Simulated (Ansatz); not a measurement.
`F[SiH]1CN1` + NH₃ → `N[SiH]1CN1` + H–F at 600 K and 1 bar (ligand exchange at the Si–F bond).

Program: Ansatz. Geometries: PBE0-D4/def2-TZVP. ΔE: electronic, gas phase. CBS: MP2 limit from def2 TZ/QZ plus the TZ coupled-cluster correction, frozen cores. This one scheme is used for every species. One conformer a species, not always the lowest.

```json
{"species": "`F[SiH]1CN1`", "CCSD(T)/CBS energy (Eh)": "-484.06067", "H − E (kJ/mol)": "186.6", "S (J/(mol·K))": "360.0"}
{"species": "NH₃", "CCSD(T)/CBS energy (Eh)": "-56.50880", "H − E (kJ/mol)": "112.4", "S (J/(mol·K))": "219.5"}
{"species": "`N[SiH]1CN1`", "CCSD(T)/CBS energy (Eh)": "-440.14633", "H − E (kJ/mol)": "256.6", "S (J/(mol·K))": "391.5"}
{"species": "H–F", "CCSD(T)/CBS energy (Eh)": "-100.39570", "H − E (kJ/mol)": "42.3", "S (J/(mol·K))": "194.0"}
```

H − E and S are ideal-gas, rigid-rotor, harmonic terms from PBE0-D4/def2-TZVP, for one conformer and one mirror image of each species. 1 Eh = 2625.50 kJ/mol, R = 8.31446 J/(mol·K).

Task: By hand: ΔE, ΔH, ΔS and ΔG.

Result: ΔE = (-440.14633) + (-100.39570) − (-484.06067) − (-56.50880) = 0.02744 Eh = 72.0 kJ/mol. Δ(H − E) = 256.6 + 42.3 − 186.6 − 112.4 = -0.1, so ΔH = 71.9 kJ/mol. ΔS = 391.5 + 194.0 − 360.0 − 219.5 = 6.0 J/(mol·K). ΔG = 71.9 − 600 × (6.0)/1000 = 68.3 kJ/mol.

Task: By hand: the equilibrium constant, and the temperature at which ΔG would vanish if ΔH and ΔS stayed fixed.

Result: log₁₀ K = −ΔG/(RT ln 10) = -5.9. ΔG = 0 at ΔH/ΔS = 11983 K, far beyond where these terms or the molecules hold.

The number of gas molecules stays the same, so ΔS is small and ΔH decides. A doubt of 5 kJ/mol in ΔE shifts log₁₀ K by 0.4 here. Other conformers and mirror images would add mixing entropy, several J/(mol·K) or more a flexible species. These are equilibria of isolated gas molecules and say nothing of rates. Largest T1 diagnostic: 0.012 (customary marks: 0.02 for closed shells, 0.045 for open ones).
